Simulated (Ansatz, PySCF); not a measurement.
C3HF4, SMILES F/C=[C]/C(F)(F)F, multiplicity 2. Atoms are numbered in the order given.

```xyz
8

F      2.8890    -0.2491     0.3151
C      1.7080     0.2150    -0.0756
C      0.5583    -0.3271     0.2645
C     -0.8610    -0.0321    -0.0146
F     -1.4683    -1.0493    -0.6398
F     -1.5480     0.2195     1.1076
F     -0.9642     1.0563    -0.8095
H      1.7812     1.1050    -0.7172
```
Charge 0, spin multiplicity 2.

Coordinates come from a B3LYP-D3(BJ)/def2-SVP optimisation. The isomer is the one that the SMILES or the coordinates give; other isomers of the formula were not compared.

Two levels are set side by side: PBE-D3(BJ)/def2-SVP (Ansatz, a first-principles code) and B3LYP-D3(BJ)/def2-SVP (Ansatz). Each level has its own optimised geometry; the coordinates shown are those of the second. Frequencies come from the Hessian of PySCF at each geometry. Differences are taken from unrounded values.

```json
[
 {"quantity": "mean bond length (Å)", "B3LYP-D3(BJ)": "1.321", "PBE-D3(BJ)": "1.330", "PBE-D3(BJ) minus B3LYP-D3(BJ)": "0.008"},
 {"quantity": "bond F1–C2 (Å)", "B3LYP-D3(BJ)": "1.328", "PBE-D3(BJ)": "1.334", "PBE-D3(BJ) minus B3LYP-D3(BJ)": "0.007"},
 {"quantity": "bond C2–C3 (Å)", "B3LYP-D3(BJ)": "1.316", "PBE-D3(BJ)": "1.324", "PBE-D3(BJ) minus B3LYP-D3(BJ)": "0.009"},
 {"quantity": "bond C3–C4 (Å)", "B3LYP-D3(BJ)": "1.476", "PBE-D3(BJ)": "1.475", "PBE-D3(BJ) minus B3LYP-D3(BJ)": "-0.001"},
 {"quantity": "bond C4–F5 (Å)", "B3LYP-D3(BJ)": "1.340", "PBE-D3(BJ)": "1.351", "PBE-D3(BJ) minus B3LYP-D3(BJ)": "0.011"},
 {"quantity": "bond C4–F6 (Å)", "B3LYP-D3(BJ)": "1.340", "PBE-D3(BJ)": "1.351", "PBE-D3(BJ) minus B3LYP-D3(BJ)": "0.011"},
 {"quantity": "bond C4–F7 (Å)", "B3LYP-D3(BJ)": "1.352", "PBE-D3(BJ)": "1.364", "PBE-D3(BJ) minus B3LYP-D3(BJ)": "0.012"},
 {"quantity": "bond C2–H8 (Å)", "B3LYP-D3(BJ)": "1.100", "PBE-D3(BJ)": "1.109", "PBE-D3(BJ) minus B3LYP-D3(BJ)": "0.010"},
 {"quantity": "highest harmonic wavenumber (cm⁻¹)", "B3LYP-D3(BJ)": "3131", "PBE-D3(BJ)": "3047", "PBE-D3(BJ) minus B3LYP-D3(BJ)": "-85"},
 {"quantity": "mean harmonic wavenumber (cm⁻¹)", "B3LYP-D3(BJ)": "902", "PBE-D3(BJ)": "869", "PBE-D3(BJ) minus B3LYP-D3(BJ)": "-33"},
 {"quantity": "zero-point energy (kcal/mol)", "B3LYP-D3(BJ)": "23.20", "PBE-D3(BJ)": "22.35", "PBE-D3(BJ) minus B3LYP-D3(BJ)": "-0.85"}
]
```

GGA bonds tend to be longer and softer than those of functionals with exact exchange. Differences between two approximate levels are no errors against the true value.
